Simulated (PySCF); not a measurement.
C₃H₉Ge, SMILES [CH3][Ge]([CH3])[CH3] (connectivity only; charge and spin as stated), charge +1, multiplicity 1.

The structure is a stationary point at PBE0-D3(BJ)/def2-SVP. The multiplicity is an assumed one; no other spin state was optimised. The isomer is the one that the SMILES or the coordinates give; other isomers of the formula were not compared.

These are PBE0-D3(BJ)/def2-SVP (PySCF) values and carry that method's errors.

Frequencies are harmonic and unscaled.

Computed vibrational spectrum:
| mode | ν (cm⁻¹) | IR (km/mol) | moving atoms (share of kinetic energy) |
|---|---|---|---|
| 1 | 20 | 0.0 | H 96 % |
| 2 | 20 | 0.0 | H 96 % |
| 3 | 52 | 2.7 | H 95 % |
| 4 | 172 | 0.0 | H 37 %, C 33 %, Ge 30 % |
| 5 | 178 | 1.1 | C 53 %, H 34 %, Ge 13 % |
| 6 | 178 | 1.1 | C 52 %, H 34 %, Ge 13 % |
| 7 | 584 | 0.0 | C 79 %, H 21 % |
| 8 | 662 | 16.7 | C 50 %, H 33 %, Ge 17 % |
| 9 | 662 | 17.3 | C 51 %, H 31 %, Ge 18 % |
| 10 | 666 | 3.6 | H 74 %, C 22 % |
| 11 | 667 | 4.1 | H 72 %, C 23 % |
| 12 | 740 | 0.0 | H 84 %, C 16 % |
| 13 | 819 | 53.1 | H 73 %, C 22 % |
| 14 | 859 | 64.2 | H 74 %, C 23 % |
| 15 | 859 | 64.1 | H 74 %, C 23 % |
| 16 | 1255 | 32.9 | H 81 %, C 19 % |
| 17 | 1255 | 32.9 | H 81 %, C 19 % |
| 18 | 1264 | 0.0 | H 84 %, C 16 % |
| 19 | 1396 | 11.9 | H 96 % |
| 20 | 1396 | 11.8 | H 96 % |
| 21 | 1400 | 0.0 | H 95 % |
| 22 | 1401 | 0.0 | H 95 % |
| 23 | 1403 | 0.0 | H 95 % |
| 24 | 1407 | 41.2 | H 96 % |
| 25 | 3050 | 34.1 | H 97 % |
| 26 | 3050 | 34.0 | H 97 % |
| 27 | 3054 | 0.0 | H 97 % |
| 28 | 3147 | 0.2 | H 91 %, C 9 % |
| 29 | 3147 | 0.0 | H 91 %, C 9 % |
| 30 | 3147 | 41.1 | H 91 %, C 9 % |
| 31 | 3205 | 17.4 | H 90 %, C 10 % |
| 32 | 3205 | 17.4 | H 90 %, C 10 % |
| 33 | 3206 | 0.0 | H 90 %, C 10 % |
